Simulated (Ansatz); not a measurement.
The cluster NiI₂. The state is a quintet with charge 0. Geometry r2SCAN-D4/def2-TZVP; atoms count from 1.

```xyz
3

Ni    0.0644   -0.3002   -1.3949
I     0.9957    1.3672    0.4830
I    -1.0601   -1.0670    0.9119
```

In the def2 sets I takes a core potential; there is no spin–orbit coupling. In the quintet, I2 and I3 lie 3.21 Å apart (atoms count from 1), so these atoms are partly bonded to each other. At PBE0-D4/def2-TZVP a triplet of charge 0 lies 2.77 eV below the quintet, each at its own geometry. The structure comes from a short search, and lower isomers may exist.

(1) Estimate the Mulliken populations from the PBE0/def2-TZVP orbitals of Ansatz.

(2) Where does the spin sit?

(3) And the Mayer bond orders between heavy atoms (over 0.3)?

## Answers

(1) 
```tsv
atom	charge (e)	spin (α − β)	d electrons
Ni1	0.19	2.70	8.25
I2	-0.10	0.65	–
I3	-0.10	0.65	–
```
Mulliken values depend strongly on the basis.

(2) Summed by element: Ni 2.70, I 1.30, of 4 unpaired in all. Largest on single atoms: Ni1 2.70, I2 0.65, I3 0.65.

(3) Ni1–I2 0.62 (2.68 Å); Ni1–I3 0.62 (2.68 Å); I2–I3 0.51 (3.21 Å).
